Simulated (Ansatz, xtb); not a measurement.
C4H7FSi: 3 structures ranked

3 gas-phase structures of C4H7FSi, from a drawn sample of its isomers (lower ones may exist). Each was relaxed with GFN2-xTB; where two conformers were screened, the lower at r2SCAN-D4/def2-SVP is listed:

A. `F[SiH]1CC=CC1`, a singlet
B. `C#CCC[SiH2]F`, a singlet
C. `C=C=CC[SiH2]F`, a singlet

Question: Estimate their order in r2SCAN-D4/def2-SVP energy at these geometries, lowest first.

Answer: Calculated order at r2SCAN-D4/def2-SVP: A (0.0), C (159.2), B (186.6) kJ/mol.

Energies above the lowest of each column, in kJ/mol; the last columns are at PBE-D3(BJ)/def2-SVP geometries:

| structure | GFN2-xTB | HF/STO-3G | r2SCAN-D4/def2-SVP | PBE-D3(BJ)/def2-SVP | CCSD(T)/def2-SVP + ΔMP2/def2-TZVPP |
| --- | --- | --- | --- | --- | --- |
| A | 0.0 | 0.0 | 0.0 | 0.0 | 0.0 |
| C | 104.5 | 269.3 | 159.2 | 155.7 | 152.0 |
| B | 100.2 | 226.4 | 186.6 | 185.7 | 161.7 |

Every level run on A puts it lowest or level with the lowest. Flexible structures stand in one conformer each, not always the lowest. ΔMP2 is the change of the MP2 energy from the smaller to the larger basis.

Programs: Ansatz 0.2.0, xtb 6.7.1.
